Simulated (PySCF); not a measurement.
From one molecule to another.

First species: C₂H₄OP₂.
SMILES: `O=C=PCP`

Second species: C3H9FOSi2.
SMILES: `O[Si@@H]1C[SiH2][C@H](F)C1`

Levels: wB97X-D/def2-SVPD for HOMO energy, LUMO energy, HOMO–LUMO gap and static isotropic polarisability; TDDFT wB97X-D/def2-SVPD for lowest singlet excitation; TDA wB97X-D/def2-SVPD for lowest triplet excitation (Tamm–Dancoff). Geometries: GFN2-xTB. Each structure is a single optimised conformer of the isolated species, non-relativistic unless stated; the electronic structure was computed with PySCF and density fitting.

Dipoles, sizes and rotational constants follow the conformer. The torsions of the flexible species, by atom-mapped SMILES:
- `[O:1]=[C:2]=[P:3][CH2:4][PH2:5]`: C2–P3–C4–P5 -77°, H–P5–C4–P3 -41°, H–P5–C4–P3 52°

The conformers of `O[Si@@H]1C[SiH2][C@H](F)C1` aren't listed.

Values for the first species:

- HOMO energy: -8.27 eV
- LUMO energy: -0.33 eV
- HOMO–LUMO gap: 7.94 eV
- Lowest singlet excitation: 2.66 eV
- Lowest triplet excitation (Tamm–Dancoff): 2.35 eV
- Static isotropic polarisability: 78.1 au

(1) Estimate the same properties for the second species, and the change in each.

## Answers

(1) 
| property | first | second | second less first |
| --- | --- | --- | --- |
| HOMO energy | -8.27 eV | -9.84 eV | -1.57 eV |
| LUMO energy | -0.33 eV | 1.88 eV | +2.21 eV |
| HOMO–LUMO gap | 7.94 eV | 11.72 eV | +3.78 eV |
| lowest singlet excitation | 2.66 eV | 7.40 eV | +4.74 eV |
| lowest triplet excitation (Tamm–Dancoff) | 2.35 eV | 6.99 eV | +4.64 eV |
| static isotropic polarisability | 78.1 au | 86.6 au | +8.5 au |

On the first: In wavenumbers S1 is 21500 cm⁻¹ (1 eV = 8065.54 cm⁻¹). The vertical singlet–triplet gap S1 − T1 is 0.31 eV (TDDFT singlet less Tamm–Dancoff triplet; S1: HOMO→LUMO, weight 0.92; T1: HOMO→LUMO, weight 0.92).

On the second: The polarisability is 12.84 Å³ as a volume (1 au = 0.148185 Å³), or 1.20 au for each of the 72 electrons. S1 lies 4.32 eV below the HOMO–LUMO gap; its leading configuration is HOMO→LUMO, weight 0.41, beside HOMO→LUMO+2, weight 0.41.
